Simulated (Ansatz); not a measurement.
A nudged elastic band was laid between two geometries of GeH6NSi (9 atoms, charge 1, multiplicity 1).

Level of theory: RHF/def2-SVP in Ansatz.

```json
{"movable images": "7", "climbing image": "yes", "spring": "5.0 eV/Å²", "optimiser": "quadratic models (default)", "start path": "IDPP", "force threshold": "0.03 eV/Å", "iteration limit": "60", "end points": "relaxed"}
```

Image 0:

```xyz
9
Properties=species:S:1:pos:R:3
N -1.007 0.977 -1.272
Si 0.180 0.846 -0.134
Ge 0.639 -1.260 1.031
H -1.605 0.221 -1.558
H -1.218 1.830 -1.764
H 0.880 2.120 0.064
H 2.114 -1.517 0.764
H -0.301 -2.265 0.383
H 0.320 -0.952 2.486
```

Image 8:

```xyz
9
Properties=species:S:1:pos:R:3
N -0.934 1.641 0.130
Si 0.156 0.631 -0.587
Ge 0.597 -1.621 0.270
H -1.477 1.406 0.943
H -1.134 2.572 -0.199
H 0.788 1.260 -1.752
H 2.050 -1.566 0.720
H 0.355 -2.527 -0.927
H -0.402 -1.797 1.403
```

What changes between the two ends?

No bond is made or broken. The dihedral N1–Si2–Ge3–H8 goes from 4 to 125°. The two ends are copies of one structure, up to a mirror image or an exchange of like atoms.

What energy profile does the band end with?

It converged. The highest image is number 4 of 0 to 8, 0.011 eV above the ends, which have the same energy within 2 meV. A vibrational analysis at the climbing image gives one clearly imaginary mode, 50i cm⁻¹: a first-order saddle point.

| image | path coordinate (Å) | energy (eV) | dihedral N1–Si2–Ge3–H8 (°) |
| --- | --- | --- | --- |
| 0 | 0.00 | 0.000 | 4 |
| 1 | 0.50 | 0.002 | 19 |
| 2 | 0.99 | 0.007 | 34 |
| 3 | 1.49 | 0.010 | 49 |
| 4 | 1.99 | 0.011 | 64 |
| 5 | 2.48 | 0.008 | 79 |
| 6 | 2.97 | 0.004 | 94 |
| 7 | 3.46 | 0.001 | 110 |
| 8 | 3.95 | 0.000 | 125 |

What is the geometry of the highest image?


```xyz
9
Properties=species:S:1:pos:R:3
N -1.234 1.323 -0.546
Si 0.299 0.737 -0.377
Ge 0.743 -1.448 0.645
H -2.064 0.839 -0.247
H -1.449 2.214 -0.963
H 1.291 1.679 -0.910
H 2.259 -1.537 0.707
H 0.094 -2.439 -0.311
H 0.060 -1.368 2.002
```

Run time: 2.5 min on 1 thread of AMD EPYC 7R43 64-Core Processor (Zen 3), with other jobs on the host, peak memory 0.2 GiB.
